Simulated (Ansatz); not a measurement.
CH3O2 (SMILES O=C[OH2+]) moved off its minimum; all values from Ansatz (a program for electronic structure), cores frozen in correlated methods.
(charge 1, multiplicity 1)
```xyz
6

O      0.9871     0.7826    -0.1981
C      0.5444    -0.1594     0.2137
O     -1.1495    -0.4630    -0.0820
H      0.8385    -1.0476     0.7791
H     -1.6471    -0.9134     0.5024
H     -1.5633     0.2827    -0.4682
```

Forces at PBE/def2-TZVPP (eV/Å):

```
atom      Fx      Fy      Fz
----  ------  ------  ------
O1     0.881   2.641  -1.327
C2    -0.787  -2.674   1.458
O3     4.560   1.240  -3.010
H4    -0.113  -0.172   0.013
H5    -3.255  -2.771   3.724
H6    -1.287   1.735  -0.858
```

Task: Give the forces (eV/Å), the total energy and the dipole at CCSD(T)/cc-pVTZ.

Result: 
```csv
atom,Fx,Fy,Fz
O1,0.563,2.267,-1.177
C2,-0.374,-2.592,1.463
O3,4.401,1.362,-2.890
H4,-0.305,0.078,-0.163
H5,-3.098,-2.467,3.398
H6,-1.186,1.353,-0.631
```
Energy -189.7550 hartree.
